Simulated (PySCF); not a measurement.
First SCF of a structure search on doublet IO₂, at a hand-made linear geometry. PySCF input:

```python
from pyscf import gto, scf, dft
mol = gto.M(atom='''
I      0.000000     0.000000     0.000000
O      0.000000     0.000000     1.860000
O      0.000000     0.000000    -1.860000''',
    basis={'I': 'def2-TZVP', 'O': 'def2-TZVP'},
    ecp={'I': 'def2-TZVP'},
    charge=0, spin=1)
mf = dft.UKS(mol, xc='PBE')
mf.grids.atom_grid = (50, 194)
aux = {'I': 'def2-universal-JKFIT', 'O': 'def2-universal-JKFIT'}
mf = mf.density_fit(auxbasis=aux)
mf.conv_tol = 1e-08
mf.diis_space = 10
mf.max_cycle = 60
mf.init_guess = 'minao'
mf.verbose = 4
mf.kernel()
```

Excerpt of the output (cycles alone):

```
init E= -406.211681312435
cycle= 1 E= -445.340849537377  delta_E= -39.1  |g|= 2.86  |ddm|= 13.7
cycle= 2 E= -442.90448248909  delta_E= 2.44  |g|= 3.91  |ddm|= 8.03
cycle= 3 E= -447.324693877751  delta_E= -4.42  |g|= 1.15  |ddm|= 4.37
cycle= 4 E= -447.228103439167  delta_E= 0.0966  |g|=  1.2  |ddm|= 1.79
cycle= 5 E= -447.850719571971  delta_E= -0.623  |g|= 0.14  |ddm|= 1.37
cycle= 6 E= -447.850820255618  delta_E= -0.000101  |g|= 0.146  |ddm|= 1.16
cycle= 7 E= -447.860621242738  delta_E= -0.0098  |g|= 0.0536  |ddm|= 1.14
cycle= 8 E= -447.861686864962  delta_E= -0.00107  |g|= 0.0289  |ddm|= 0.0574
cycle= 9 E= -447.861959468689  delta_E= -0.000273  |g|= 0.0162  |ddm|= 0.0155
cycle= 10 E= -447.862068564279  delta_E= -0.000109  |g|= 0.00493  |ddm|= 0.0244
cycle= 11 E= -447.862075117432  delta_E= -6.55e-06  |g|= 0.00328  |ddm|= 0.0363
cycle= 12 E= -447.862080092832  delta_E= -4.98e-06  |g|= 0.000458  |ddm|= 0.0212
cycle= 13 E= -447.862080242578  delta_E= -1.5e-07  |g|= 0.000261  |ddm|= 0.000908
cycle= 14 E= -447.862080062488  delta_E= 1.8e-07  |g|= 0.000711  |ddm|= 0.000474
cycle= 15 E= -447.862080275246  delta_E= -2.13e-07  |g|= 4.07e-05  |ddm|= 0.000413
cycle= 16 E= -447.862080275691  delta_E= -4.46e-10  |g|= 3.44e-05  |ddm|= 0.000118
Extra cycle  E= -447.862080274676  delta_E= 1.02e-09  |g|= 4.79e-05  |ddm|= 0.000505
converged SCF energy = -447.862080274676  <S^2> = 0.75226104  2S+1 = 2.0022598
```

No lower solution of this spin was found by a stability analysis within the unrestricted form.

Spin–orbit coupling, left out here, can matter for elements this heavy.

The search for the lowest solution, with the stability check, took 2.2 s on 4 threads of a shared Arm Neoverse V2 host, with 112 basis functions; the process peaked at 0.29 GiB.
